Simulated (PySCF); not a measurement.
Compound: C2H9AlSi.
SMILES with atom numbers: `[AlH2:1][CH2:2][CH2:3][SiH3:4]` (hydrogens: H5, H6 on Al1; H7, H8 on C2; H9, H10 on C3; H11, H12, H13 on Si4)

Computed with PBE0-D3(BJ)/def2-SVP geometry optimisation, gas phase (PySCF 2.14.0).

Question: Give the optimised bond lengths and angles.

Answer: 
```json
{"bond": "Al1–C2", "length (Å)": "1.967", "order": "single"}
{"bond": "C2–C3", "length (Å)": "1.537", "order": "single"}
{"bond": "C3–Si4", "length (Å)": "1.889", "order": "single"}
{"bond": "Al1–H5, Al1–H6", "length (Å)": "1.594", "order": "single"}
{"bond": "C2–H7, C2–H8", "length (Å)": "1.108", "order": "single"}
{"bond": "C3–H9, C3–H10", "length (Å)": "1.104", "order": "single"}
{"bond": "Si4–H11, Si4–H12, Si4–H13", "length (Å)": "1.497", "order": "single"}
```

Bonds in one row agree within 0.01 Å and their mean is given. Orders are formal, as drawn. A selection of angles:
```json
{"angle": "C2–Al1–H5", "degrees": "120.6"}
{"angle": "C2–Al1–H6", "degrees": "119.8"}
{"angle": "H5–Al1–H6", "degrees": "119.6"}
{"angle": "Al1–C2–C3", "degrees": "117.0"}
{"angle": "Al1–C2–H7", "degrees": "107.3"}
{"angle": "C3–C2–H7", "degrees": "110.6"}
{"angle": "H7–C2–H8", "degrees": "103.4"}
{"angle": "C2–C3–Si4", "degrees": "113.3"}
{"angle": "C2–C3–H9", "degrees": "111.1"}
{"angle": "Si4–C3–H9", "degrees": "108.0"}
{"angle": "H9–C3–H10", "degrees": "105.1"}
{"angle": "C3–Si4–H11", "degrees": "111.8"}
{"angle": "C3–Si4–H12", "degrees": "110.0"}
{"angle": "H11–Si4–H12", "degrees": "108.5"}
```

Torsions: Al1–C2–C3–Si4 -179° (antiperiplanar).

Si4 (SiH3 silicon) is tetrahedral (angles from 108.0° to 111.8°). Al1 (aluminium bonded to C and 2 H) is planar (angles 120.6°, 119.8° and 119.6°, sum 360.0°, 0.00 Å off the plane of its three neighbours). The 4 heavy atoms lie in one plane (0.004 Å rms).

No PBE0-D3(BJ)/def2-SVP frequencies stand behind this structure, so it isn't proved a minimum. One conformer, not necessarily the lowest (H–Al1–C2–C3 1° and -179°, Al1–C2–C3–Si4 -179°).

Time: 30 s wall; peak memory 0.45 GiB. Hardware: one thread of an Arm Neoverse V1, on a shared host. This is the geometry optimisation.
